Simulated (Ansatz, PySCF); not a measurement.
B$_{2}$F$_{4}$, triplet, at a GFN2-xTB geometry (a higher spin typed on purpose: for a closed-shell molecule this is an excited state). Base run: WB97X-V/6-31G* in PySCF.

Geometry (Å):
```xyz
6

F     -1.4215    -1.2325    -0.0997
B     -0.8042    -0.0435    -0.0429
F     -1.5484     1.0717    -0.0589
B      0.8042     0.0435     0.0429
F      1.5484    -1.0717     0.0589
F      1.4215     1.2325     0.0997
```
Charge 0, spin multiplicity 3.
Orbitals are unrestricted.
All else is at PySCF's defaults.

The same geometry, method and basis name were run in Ansatz (an electronic-structure program) and PySCF, at each program's defaults and at the settings that a row names. The base is PySCF at its defaults. Differences at the defaults can come from grids, fitting, cores and function types together.

```json
[
 {"code and settings": "PySCF, defaults (exact integrals, its default grid, spherical functions)", "ΔE vs base (mEh)": "0.000", "basis functions": "84", "E (Eh)": "-448.94291", "SCF cycles": "11"},
 {"code and settings": "Ansatz, defaults (factorised integrals, its default grid, Cartesian functions)", "ΔE vs base (mEh)": "-4.017", "basis functions": "90", "E (Eh)": "-448.94692", "SCF cycles": "-"},
 {"code and settings": "PySCF, density fitting with def2-universal-jkfit", "ΔE vs base (mEh)": "-0.061", "basis functions": "84", "E (Eh)": "-448.94297", "SCF cycles": "11"},
 {"code and settings": "PySCF, fine grid", "ΔE vs base (mEh)": "0.017", "basis functions": "84", "E (Eh)": "-448.94289", "SCF cycles": "11"},
 {"code and settings": "Ansatz, high accuracy, Cartesian functions as the basis file defines them", "ΔE vs base (mEh)": "-4.022", "basis functions": "90", "E (Eh)": "-448.94693", "SCF cycles": "-"}
]
```

Open shells are given as the SCF converged; they aren't shown to be the lowest states, and a large step between rows can be another state.
